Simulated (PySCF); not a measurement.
C3H7O, SMILES CC(C)[O], multiplicity 2. The structure is a stationary point at TPSSh-D3(BJ)/def2-SVP. The isomer is the one that the SMILES or the coordinates give; other isomers of the formula were not compared.

Computed with TPSSh-D3(BJ)/def2-SVP (PySCF 2.14.0).

Harmonic wavenumbers (cm⁻¹): 199, 238, 348, 393, 445, 812, 882, 907, 988, 1039, 1101, 1148, 1196, 1246, 1372, 1397, 1470, 1477, 1485, 1494, 2842, 3033, 3039, 3122, 3126, 3141, 3142. Rotational constants (GHz): 9.197, 8.010, 4.827; symmetry number 1.

### Question
Work out the zero-point energy and the ideal-gas rigid-rotor harmonic-oscillator thermochemistry at 298.15 K and 1 atm.

### Answer
ZPE = ½ Σ hcν = ½ × 41084 cm⁻¹ = 58.73 kcal/mol. H − E(el) = 62.60 kcal/mol. Entropy in cal/(mol K): translation 38.15, rotation 24.32, vibration 7.87, spin 1.38, total 71.72. G − E(el) = 41.21 kcal/mol. Cp = 19.83 cal/(mol K).
